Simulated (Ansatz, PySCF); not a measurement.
Base molecule (SMILES): CCl (CH3Cl). Geometries: B3LYP-D3(BJ)/def2-TZVP minima from Ansatz (a quantum-chemistry and plane-wave program). Valence correlation only, unless marked. Open shells are spin-unrestricted. Spin-orbit coupling is left out. Non-relativistic. CBS(X,Y): correlation extrapolated as X^-3; Hartree-Fock from the larger set. [CCSD(T)-MP2]/basis is that difference in the basis named. Rows marked 298 K are enthalpies with B3LYP-D3(BJ) harmonic zero-point and thermal terms from PySCF.

Levels, all with Ansatz: PBE/def2-TZVPD, and a column headed coupled cluster (CCSD(T) or an MP2 limit with a CCSD(T) correction), which has limits of its own: C-Cl bond dissociation enthalpy, 298 K at RI-MP2/CBS(aug-cc-pV(T+d)Z,aug-cc-pV(Q+d)Z)+[CCSD(T)-MP2]/aug-cc-pV(T+d)Z.

```csv
property of the base,coupled cluster,PBE
"C-Cl bond dissociation enthalpy, 298 K (to [CH3] (CH3) + Cl atom) (kcal/mol)",84.8,86.7
```

One change at a time; values at coupled cluster, with the shift from the base at coupled cluster and at PBE:
- H on C replaced by CH3, giving CCCl: C-Cl bond dissociation enthalpy, 298 K (to [CH2]C + Cl atom) 85.9 kcal/mol (+1.1; PBE -1.0).
- H on C replaced by Cl, giving ClCCl: C-Cl bond dissociation enthalpy, 298 K (to [CH2]Cl + Cl atom) 80.2 kcal/mol (-4.6; PBE -6.5).
